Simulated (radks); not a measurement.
The numbers below are computed, except where a source is named.
Problem. The tin anion Sn4-, [Xe], held by a Watson sphere: a shell of charge +4 at radius R that stands for the Madelung well of a crystal (potential energy -4/R inside, -4/r outside, in hartree with lengths in bohr). Code: a radial shooting solver on a logarithmic mesh with Libxc functionals. Model: scalar-relativistic Kohn-Sham, LDA (Slater exchange, VWN5 correlation), spin-polarised, spherical densities, point nucleus. Response by self-consistent Sternheimer equations with the Hartree and adiabatic LDA kernel, the relativistic mass of each level held fixed and spin-orbit coupling left out. The sphere does not respond.

| R (bohr) | e(4d) (eV) | e(5s) (eV) | e(5p) (eV) | <r> 5p (bohr) | sum of <r^2> (bohr^2) | X-ray form factor at sin(theta)/lambda = 0.1 1/angstrom | alpha (bohr^3) |
|---|---|---|---|---|---|---|---|
| 4.21 | -23.453 | -9.948 | -4.551 | 3.781 | 139.1 | 47.115 | 171.4 |
| 4.23 | -23.441 | -9.917 | -4.527 | 3.793 | 139.7 | 47.102 | 173.7 |
| 4.54 | -23.284 | -9.490 | -4.184 | 3.969 | 149.8 | 46.914 | 214.0 |
| 4.65 | -23.239 | -9.358 | -4.071 | 4.032 | 153.5 | 46.853 | 230.1 |
| 5.2 | -23.083 | -8.836 | -3.582 | 4.349 | 173.1 | 46.590 | 326.5 |
| 5.32 | -23.060 | -8.749 | -3.489 | 4.419 | 177.6 | 46.542 | 351.3 |

Estimate the row for R = 3.02 bohr.

Solution. e(4d) (eV) -25.040; e(5s) (eV) -12.609; e(5p) (eV) -6.262; <r> 5p (bohr) 3.126; sum of <r^2> (bohr^2) 105.0; X-ray form factor at sin(theta)/lambda = 0.1 1/angstrom 48.036; alpha (bohr^3) 74.69.
